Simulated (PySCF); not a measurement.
A TDDFT job was run through a driver script with this input:

```
{"job": {"kind": "uv", "xc": "PBE0", "basis": "def2-SVPD", "nstates": 8, "ntriplets": 3}, "charge": 0, "multiplicity": 1}
C     -0.669345     1.662465     0.538818
Si    -0.230396    -0.094862    -0.038674
C     -1.609044    -0.903403    -1.061845
C      0.373115    -1.193857     1.390738
O      1.001709     0.007391    -1.204978
C      2.187298     0.505757    -0.987664
O      2.587208     0.960063     0.043236
H     -1.499437     1.660361     1.237640
H     -0.946818     2.294652    -0.300820
H      0.179245     2.127260     1.033041
H     -2.495217    -1.047629    -0.454257
H     -1.309001    -1.874390    -1.442809
H     -1.889293    -0.290870    -1.912829
H     -0.402837    -1.347507     2.133805
H      0.685394    -2.171639     1.032145
H      1.225011    -0.739265     1.889038
H      2.805409     0.457504    -1.904495
```

Its output, with some lines taken out ([cut]):

```
coarse grid: 14344 points
cycle   1  E = -597.4223776593  dE =  7.192e-01  |g| = 9.519e-01  |ddm| = 5.820e+00
cycle   2  E = -597.1391847277  dE =  2.832e-01  |g| = 1.547e+00  |ddm| = 2.800e+00
cycle   3  E = -597.5924056380  dE = -4.532e-01  |g| = 2.865e-01  |ddm| = 1.903e+00
cycle   4  E = -597.6082276081  dE = -1.582e-02  |g| = 7.124e-02  |ddm| = 3.097e-01
cycle   5  E = -597.6089751308  dE = -7.475e-04  |g| = 2.955e-02  |ddm| = 8.779e-02
cycle   6  E = -597.6091647111  dE = -1.896e-04  |g| = 3.491e-03  |ddm| = 3.575e-02
cycle   7  E = -597.6091672285  dE = -2.517e-06  |g| = 9.805e-04  |ddm| = 5.364e-03
final grid: 132896 points
cycle   8  E = -597.6995855808  dE = -2.157e-05  |g| = 1.292e-02  |ddm| = 1.016e-01
cycle   9  E = -597.6995472834  dE =  3.830e-05  |g| = 1.921e-02  |ddm| = 3.410e-02
cycle  10  E = -597.6996192471  dE = -7.196e-05  |g| = 2.663e-03  |ddm| = 1.982e-02
cycle  11  E = -597.6996206703  dE = -1.423e-06  |g| = 4.357e-04  |ddm| = 2.650e-03
cycle  12  E = -597.6996207046  dE = -3.432e-08  |g| = 1.051e-04  |ddm| = 5.035e-04
cycle  13  E = -597.6996207070  dE = -2.374e-09  |g| = 1.741e-05  |ddm| = 1.753e-04
cycle  14  E = -597.6996207071  dE = -7.776e-11  |g| = 4.542e-06  |ddm| = 3.454e-05
converged SCF energy = -597.6996207071

[cut]

Singlet excitations
state   eV       nm        f      main configurations
  1   5.8317    212.6   0.00115   H->L 0.97
  2   7.5303    164.6   0.04143   H-1->L 0.90
[cut]
  4   7.7590    159.8   0.03646   H->L+1 0.85
  5   7.9732    155.5   0.05912   H-1->L+1 0.98
[cut]
  7   8.3332    148.8   0.00204   H-4->L 0.84, H-2->L 0.11
[cut]

Triplet excitations (Tamm-Dancoff, eV): 5.2490 6.1091 7.3397
```

Level of theory: PySCF 2.14.0, density-fitted response routines, TDDFT PBE0/def2-SVPD, vertical, gas phase, core orbitals frozen in the response. The structure is a single GFN2-xTB conformer in the gas phase; no vibrational or solvent corrections.

Task: Restore the lines that were cut, in order.

Result: 
```
Static polarisability (au): isotropic 79.442, principal 75.071 77.603 85.653
  3   7.5772    163.6   0.00455   H-2->L 0.87, H-4->L 0.11
  6   8.1283    152.5   0.05272   H-2->L+1 0.91
  8   8.3903    147.8   0.03915   H->L+2 0.79
```

Task: What share of the summed oscillator strength falls to the strongest level in this window?

Result: State 5 at 156 nm: 0.0591 of 0.2366, or 25%.

Task: Give the mean polarisability in Å³.

Result: 79.44 au × 0.148185 = 11.77 Å³.

Task: Give the energy of state 7 in hartree, cm⁻¹ and kJ/mol.

Result: 0.30624 hartree, 67212 cm⁻¹, 804.0 kJ/mol.

Task: Write the structure that the coordinates describe.

Result: `C[Si](C)(C)OC=O` (C4H10O2Si), point group Cs.

The SCF starts on a coarse grid; the energy jumps when the final grid takes over, and dE counts afresh there. H and L stand for HOMO and LUMO.

Conformer computed: `[CH3:1][Si:2]([CH3:3])([CH3:4])[O:5][CH:6]=[O:7]`: C1–Si2–O5–C6 61°, Si2–O5–C6–O7 0°.
